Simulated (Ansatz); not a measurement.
# Molecular dynamics of ClGaH₂O

input.yaml

```yaml
crystal:
  periodic: [false, false, false]
  atoms:
    - { symbol: Ga, position_ang: [0.011396, -0.024749, -0.029788] }
    - { symbol: O, position_ang: [-0.069271, -0.120432, 1.72569] }
    - { symbol: H, position_ang: [-0.901725, -0.166947, 2.168723] }
    - { symbol: H, position_ang: [1.356479, 0.052628, -0.788315] }
    - { symbol: Cl, position_ang: [-1.88658, -0.021899, -1.064211] }
basis:
  gaussian: { orbitals: def2-SVP }
hamiltonian:
  xc: hf
md:
  timestep: 0.5
  n_steps: 250
  ensemble: nvt_langevin
  temperature: 100.0
  initial_velocities: maxwell_boltzmann
  seed: 723271
  friction: 0.01
```

Run as:

```bash
$ ansatz run input.yaml --threads 2 --pin off --max-ram 3072MiB --backend cpu --events-out ev --progress --plain --runs-dir out
```

It starts from a relaxed structure.

Output, in part (one step line in 5, the closing report, with atoms numbered from 0):

```
md step     0: t =     0.00 fs  T =    80.0 K  F+E_penalty+E_count = -66896.72240198 eV  E_kin = 0.051704 eV  (28 SCF iters)
md step     5: t =     2.50 fs  T =    60.9 K  F+E_penalty+E_count = -66896.71643101 eV  E_kin = 0.039387 eV  (25 SCF iters)
md step    10: t =     5.00 fs  T =    40.9 K  F+E_penalty+E_count = -66896.70508274 eV  E_kin = 0.026406 eV  (25 SCF iters)
md step    15: t =     7.50 fs  T =    18.1 K  F+E_penalty+E_count = -66896.69589313 eV  E_kin = 0.011700 eV  (19 SCF iters)
md step    20: t =    10.00 fs  T =     9.5 K  F+E_penalty+E_count = -66896.69004796 eV  E_kin = 0.006123 eV  (17 SCF iters)
md step    25: t =    12.50 fs  T =    17.9 K  F+E_penalty+E_count = -66896.69114413 eV  E_kin = 0.011576 eV  (25 SCF iters)
md step    30: t =    15.00 fs  T =    43.2 K  F+E_penalty+E_count = -66896.70279046 eV  E_kin = 0.027888 eV  (25 SCF iters)
md step    35: t =    17.50 fs  T =    52.9 K  F+E_penalty+E_count = -66896.71037429 eV  E_kin = 0.034167 eV  (25 SCF iters)
md step    40: t =    20.00 fs  T =    57.4 K  F+E_penalty+E_count = -66896.71173840 eV  E_kin = 0.037081 eV  (25 SCF iters)
md step    45: t =    22.50 fs  T =    70.7 K  F+E_penalty+E_count = -66896.71359597 eV  E_kin = 0.045673 eV  (25 SCF iters)
md step    50: t =    25.00 fs  T =    59.1 K  F+E_penalty+E_count = -66896.70727157 eV  E_kin = 0.038182 eV  (25 SCF iters)
md step    55: t =    27.50 fs  T =    44.8 K  F+E_penalty+E_count = -66896.69844771 eV  E_kin = 0.028922 eV  (25 SCF iters)
md step    60: t =    30.00 fs  T =    42.4 K  F+E_penalty+E_count = -66896.69375315 eV  E_kin = 0.027420 eV  (25 SCF iters)
md step    65: t =    32.50 fs  T =    43.4 K  F+E_penalty+E_count = -66896.69165300 eV  E_kin = 0.028047 eV  (25 SCF iters)
md step    70: t =    35.00 fs  T =    42.6 K  F+E_penalty+E_count = -66896.69290187 eV  E_kin = 0.027502 eV  (25 SCF iters)
md step    75: t =    37.50 fs  T =    58.1 K  F+E_penalty+E_count = -66896.69992296 eV  E_kin = 0.037519 eV  (25 SCF iters)
md step    80: t =    40.00 fs  T =    67.3 K  F+E_penalty+E_count = -66896.69624511 eV  E_kin = 0.043518 eV  (25 SCF iters)
md step    85: t =    42.50 fs  T =    74.0 K  F+E_penalty+E_count = -66896.69546677 eV  E_kin = 0.047794 eV  (25 SCF iters)
md step    90: t =    45.00 fs  T =    72.8 K  F+E_penalty+E_count = -66896.69573395 eV  E_kin = 0.047073 eV  (24 SCF iters)
md step    95: t =    47.50 fs  T =    32.9 K  F+E_penalty+E_count = -66896.67868774 eV  E_kin = 0.021269 eV  (29 SCF iters)
md step   100: t =    50.00 fs  T =    34.8 K  F+E_penalty+E_count = -66896.67160875 eV  E_kin = 0.022514 eV  (26 SCF iters)
md step   105: t =    52.50 fs  T =    54.0 K  F+E_penalty+E_count = -66896.67746805 eV  E_kin = 0.034874 eV  (25 SCF iters)
md step   110: t =    55.00 fs  T =    65.8 K  F+E_penalty+E_count = -66896.67973139 eV  E_kin = 0.042503 eV  (25 SCF iters)
md step   115: t =    57.50 fs  T =    79.9 K  F+E_penalty+E_count = -66896.68835972 eV  E_kin = 0.051626 eV  (24 SCF iters)
md step   120: t =    60.00 fs  T =    80.6 K  F+E_penalty+E_count = -66896.69401143 eV  E_kin = 0.052089 eV  (25 SCF iters)
md step   125: t =    62.50 fs  T =    88.2 K  F+E_penalty+E_count = -66896.69341731 eV  E_kin = 0.057034 eV  (25 SCF iters)
md step   130: t =    65.00 fs  T =    81.7 K  F+E_penalty+E_count = -66896.68938005 eV  E_kin = 0.052775 eV  (25 SCF iters)
md step   135: t =    67.50 fs  T =    87.6 K  F+E_penalty+E_count = -66896.68479145 eV  E_kin = 0.056587 eV  (25 SCF iters)
md step   140: t =    70.00 fs  T =    60.6 K  F+E_penalty+E_count = -66896.67707659 eV  E_kin = 0.039143 eV  (25 SCF iters)
md step   145: t =    72.50 fs  T =    70.4 K  F+E_penalty+E_count = -66896.67133358 eV  E_kin = 0.045479 eV  (25 SCF iters)
md step   150: t =    75.00 fs  T =    67.8 K  F+E_penalty+E_count = -66896.67493210 eV  E_kin = 0.043815 eV  (25 SCF iters)
md step   155: t =    77.50 fs  T =    77.7 K  F+E_penalty+E_count = -66896.67913032 eV  E_kin = 0.050198 eV  (25 SCF iters)
md step   160: t =    80.00 fs  T =    73.9 K  F+E_penalty+E_count = -66896.67390450 eV  E_kin = 0.047740 eV  (26 SCF iters)
md step   165: t =    82.50 fs  T =    63.5 K  F+E_penalty+E_count = -66896.66983735 eV  E_kin = 0.041016 eV  (25 SCF iters)
md step   170: t =    85.00 fs  T =    52.0 K  F+E_penalty+E_count = -66896.66597105 eV  E_kin = 0.033637 eV  (26 SCF iters)
md step   175: t =    87.50 fs  T =    53.4 K  F+E_penalty+E_count = -66896.66150978 eV  E_kin = 0.034522 eV  (19 SCF iters)
md step   180: t =    90.00 fs  T =    50.3 K  F+E_penalty+E_count = -66896.66268350 eV  E_kin = 0.032490 eV  (25 SCF iters)
md step   185: t =    92.50 fs  T =    73.1 K  F+E_penalty+E_count = -66896.67278326 eV  E_kin = 0.047252 eV  (24 SCF iters)
md step   190: t =    95.00 fs  T =   111.9 K  F+E_penalty+E_count = -66896.68810724 eV  E_kin = 0.072299 eV  (28 SCF iters)
md step   195: t =    97.50 fs  T =   139.7 K  F+E_penalty+E_count = -66896.70218644 eV  E_kin = 0.090319 eV  (24 SCF iters)
md step   200: t =   100.00 fs  T =   146.2 K  F+E_penalty+E_count = -66896.71032383 eV  E_kin = 0.094466 eV  (25 SCF iters)
md step   205: t =   102.50 fs  T =   136.0 K  F+E_penalty+E_count = -66896.70739407 eV  E_kin = 0.087897 eV  (23 SCF iters)
md step   210: t =   105.00 fs  T =    94.6 K  F+E_penalty+E_count = -66896.69735941 eV  E_kin = 0.061142 eV  (25 SCF iters)
md step   215: t =   107.50 fs  T =    57.4 K  F+E_penalty+E_count = -66896.68512564 eV  E_kin = 0.037104 eV  (24 SCF iters)
md step   220: t =   110.00 fs  T =    39.5 K  F+E_penalty+E_count = -66896.67557524 eV  E_kin = 0.025498 eV  (26 SCF iters)
md step   225: t =   112.50 fs  T =    40.9 K  F+E_penalty+E_count = -66896.67085116 eV  E_kin = 0.026433 eV  (26 SCF iters)
md step   230: t =   115.00 fs  T =    31.1 K  F+E_penalty+E_count = -66896.67164264 eV  E_kin = 0.020114 eV  (26 SCF iters)
md step   235: t =   117.50 fs  T =    40.4 K  F+E_penalty+E_count = -66896.67540751 eV  E_kin = 0.026120 eV  (19 SCF iters)
md step   240: t =   120.00 fs  T =    53.9 K  F+E_penalty+E_count = -66896.68233164 eV  E_kin = 0.034831 eV  (26 SCF iters)
md step   245: t =   122.50 fs  T =    61.5 K  F+E_penalty+E_count = -66896.68831967 eV  E_kin = 0.039737 eV  (26 SCF iters)
md step   250: t =   125.00 fs  T =    76.0 K  F+E_penalty+E_count = -66896.69797539 eV  E_kin = 0.049105 eV  (29 SCF iters)
Total energy: -66896.69797539 eV, -2458.4083063852 hartree
Atom 0 at    -0.011377    -0.026254    -0.000804 Å, force     0.333349     0.193261     0.531197 eV/Å
Atom 1 at    -0.044417    -0.183249     1.765947 Å, force    -0.253712     0.095025    -0.236306 eV/Å
Atom 2 at    -0.877228    -0.100734     2.211962 Å, force     0.208582    -0.125159    -0.057957 eV/Å
Atom 3 at     1.314038     0.217260    -0.753832 Å, force     0.051729    -0.118659    -0.061642 eV/Å
Atom 4 at    -1.908830    -0.012845    -0.984937 Å, force    -0.339948    -0.044469    -0.175292 eV/Å
Dipole moment:     0.065601     0.018201     0.015843 e Å
```

All steps were run. The mean temperature of the second half is 26 % below the set value. A run of 0.12 ps of so small a system gives no equilibrium averages.

The same pairs are bonded in the first frame and the last. Pairs count as bonded within 1.25 times the sum of covalent radii (0.12 Å more for H–H).

Last frame:

```xyz
5
Properties=species:S:1:pos:R:3
Ga -0.011 -0.026 -0.001
O -0.044 -0.183 1.766
H -0.877 -0.101 2.212
H 1.314 0.217 -0.754
Cl -1.909 -0.013 -0.985
```

The run took 2.3 min on 2 threads of Arm Neoverse V1 (shared host), peak memory 0.14 GiB.
